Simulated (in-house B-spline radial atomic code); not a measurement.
Values are calculated unless marked as measured or tabulated.
**Ni ion on C atom: potential, deflection and energy transfer**

The pair potential comes from two frozen, spherical free-atom densities (PBE, B-spline radial code, scalar-relativistic past argon): electrostatics plus the change in Thomas-Fermi kinetic and Dirac exchange energy where they overlap, the recipe behind the universal ZBL potential, which averages such potentials (from solid-state densities) over many pairs. It is written V = (Z1 Z2 e²/r) φ(r/a), with e² = 14.3996 eV·Å and a = 0.46850 Å/(Z1^0.23 + Z2^0.23); ZBL's fit is φ = 0.18175 e^(−3.1998x) + 0.50986 e^(−0.94229x) + 0.28022 e^(−0.4029x) + 0.02817 e^(−0.20162x). Where φ falls below 4e-4 it is continued as an exponential.

Masses 58.69 and 12.01 u.

```json
{"x = r/a": "0.1", "φ, this pair": "0.8933", "φ, ZBL": "0.8928"}
{"x = r/a": "0.5", "φ, this pair": "0.6288", "φ, ZBL": "0.6096"}
{"x = r/a": "1.5", "φ, this pair": "0.3196", "φ, ZBL": "0.2995"}
{"x = r/a": "3", "φ, this pair": "0.1423", "φ, ZBL": "0.1292"}
{"x = r/a": "5", "φ, this pair": "0.05621", "φ, ZBL": "0.05224"}
{"x = r/a": "8", "φ, this pair": "0.0194", "φ, ZBL": "0.01705"}
{"x = r/a": "12", "φ, this pair": "0.005062", "φ, ZBL": "0.00474"}
{"x = r/a": "17", "φ, this pair": "0.0009086", "φ, ZBL": "0.001212"}
```

Q: At x = 4 the electrostatic, kinetic and exchange parts are 78.35, 378.38 and -42.42 eV. Find r, V and φ.

A: a = 0.46850/(2.1520 + 1.5100) = 0.12794 Å, so r = 0.51174 Å. V = 78.35 + 378.38 + (-42.42) = 414.31 eV. The bare repulsion is 28 × 6 × 14.3996/0.51174 = 4727.3 eV, so φ = 0.0876, +9.2 % against ZBL's 0.0803. The kinetic (Pauli) term is 91 % of V here.

Q: The ion comes in at 111.3 keV with impact parameter 0.6397 Å. The scattering integral gives a centre-of-mass angle of 1.302° and a closest approach of 5.028 a. What are the reduced energy, the energy passed on and the laboratory angles?

A: ε = E a M2/(Z1 Z2 e² (M1 + M2)) = 111300 × 8.9837e-06 = 1. The most that one collision can pass on is γE with γ = 4 M1 M2/(M1 + M2)² = 0.5641. Here T = γE sin²(θ/2) = 0.5641 × 111300 × 0.0001291 = 8.109 eV. The ion turns by arctan(sin θ/(cos θ + M1/M2)) = 0.2°, and the struck atom leaves at (180° − θ)/2 = 89.3°. The closest approach is 0.643 Å. With ZBL the angle would be 1.22° and T = 7.077 eV.
